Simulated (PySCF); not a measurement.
# Static response to an electric field

Compound: C3H6N2O2Si.
Atom-mapped SMILES: `[N:1]#[C:2][Si@@H:3]([NH2:4])[CH2:5][C:6](=[O:7])[OH:8]` (hydrogens: H9 on Si3; H10, H11 on N4; H12, H13 on C5; H14 on O8)

Cartesian coordinates in Å at the GFN2-xTB level; atoms count from 1:
```xyz
14
C3H6N2O2Si angstrom
N     -0.2819    1.8895    2.3546
C     -0.5424    1.1023    1.5654
Si    -0.9599   -0.2321    0.3224
N     -2.2631    0.4128   -0.5914
C      0.4847   -0.4186   -0.9155
C      1.7368   -0.5925   -0.1372
O      2.1250   -1.6266    0.3427
O      2.3936    0.5662    0.0288
H     -1.1516   -1.4666    1.0926
H     -2.5163    0.0017   -1.4753
H     -3.0808    0.7662   -0.1222
H      0.5607    0.4620   -1.5483
H      0.3184   -1.3029   -1.5257
H      3.1761    0.4381    0.5869
```

Level: wB97X-D/def2-SVPD (PySCF), static field, nuclei fixed, core orbitals frozen in the response. The polarisability tensor in these axes (au):

```
x   80.79 -1.43  4.99
y   -1.43 76.72  6.35
z    4.99  6.35 73.67
```

What are the eigenvalues, a third of the trace, and Δα (Δα² = ½Σ(αi − αj)² over the three pairs)?

Principal values 66.96, 80.22 and 84.00 au; mean 77.06 au = 11.42 Å³ = 12.71 × 10⁻⁴⁰ C²·m²/J; Δα = 15.50 au (20 % of the mean).

What is the dipole moment, and where does it point?

(-2.37, -1.05, -3.48) D, 4.34 D in size, pointing from the negative to the positive side. Measured along this direction, the outermost atoms are H14 at the negative end and H10 at the positive end.

Rayleigh depolarisation ratio (linearly polarised light, static tensor)?

ρ = 3Δα²/(45ᾱ² + 4Δα²) = 720.6/(267218 + 960.8) = 0.00269.

Refractivity n − 1 of an ideal gas of it at 298.15 K and 1 atm, from the electronic α?

N = p/kT = 2.4615 × 10¹⁹ cm⁻³, so n − 1 = 2π × N × 11.42 × 10⁻²⁴ cm³ = 1766 × 10⁻⁶ at long wavelengths.

What molar refraction does this α imply?

Lorentz–Lorenz: R = (4π/3)N_A α = 2.5225 cm³/(mol·Å³) × 11.42 Å³ = 28.8 cm³/mol, in the limit of long wavelengths.

Traceless (Buckingham) quadrupole moment about the centre of nuclear charge: eigenvalues?

-19.22, -1.28, 20.50 D·Å. The values depend on the origin, since the dipole doesn't vanish. The electronic extent ⟨r²⟩ about the same centre is 1229 bohr², a root-mean-square distance of 2.25 Å for the 68 electrons.

In TDDFT the mean static polarisability is Σ f/ω² over all singlet excitations (ω in hartree). How much of it do the 8 lowest give? Their energies (eV) and oscillator strengths: 5.87, 0.0023; 6.54, 0.0161; 7.08, 0.0201; 7.15, 0.0063; 7.48, 0.0059; 7.54, 0.0047; 7.64, 0.0065; 7.84, 0.0091.

They add up to 1.05 au, 1.4 % of the 77.06 au; the largest single term is 0.30 au, from the state at 7.08 eV. Terms in order: 0.05, 0.28, 0.30, 0.09, 0.08, 0.06, 0.08, 0.11 au. Higher excitations give the rest. The strengths listed sum to 0.071.

Isolated species at its GFN2-xTB geometry (one conformer only).

These values come from a run that also computed excited states. Hardware: one thread, Arm Neoverse N1 (aarch64), no GPU, shared host with 64 logical CPUs at a one-minute load of 60. Cost: 88 s wall, 0.90 GiB resident at most.
